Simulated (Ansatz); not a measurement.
C$_{2}$H$_{3}$F$_{2}$Ga, relaxed with RKS PBE0-D4/def2-TZVP in Ansatz 0.2.0 from a PBE-D4/def2-SVP geometry. The force threshold is 0.005 eV/Å; the program also tests the step.

Charge 0, multiplicity 1. The bonds changed during the relaxation, so this is another structure than the one it started from.

Start:

```xyz
8

F     0.687   -1.142   -1.609
C     0.888   -0.392   -0.540
F     1.901   -0.852    0.171
C     0.190    0.722   -0.247
Ga   -1.402   -1.130    1.154
H     0.462    1.324    0.628
H    -0.597    1.071   -0.925
H    -2.129    0.399    1.368
```

| step | energy (eV) | largest force (eV/Å) | largest move (Å) |
| --- | --- | --- | --- |
| 1 | -59921.4442 | 0.563 | 0.000 |
| 2 | -59921.4828 | 0.226 | 0.059 |
| 3 | -59921.4856 | 0.194 | 0.047 |
| 4 | -59921.4872 | 0.066 | 0.021 |
| 5 | -59921.4873 | 0.010 | 0.004 |
| 6 | -59921.4874 | 0.002 | 0.006 |

End:

```xyz
8

F     0.725   -1.115   -1.620
C     0.914   -0.372   -0.560
F     1.925   -0.825    0.135
C     0.202    0.700   -0.251
Ga   -1.486   -1.118    1.199
H     0.454    1.280    0.623
H    -0.591    1.027   -0.905
H    -2.141    0.422    1.381
```

Hardware: 4 threads of an Arm Neoverse V1 on a shared host. Wall time 23 s, peak host memory 0.49 GiB.
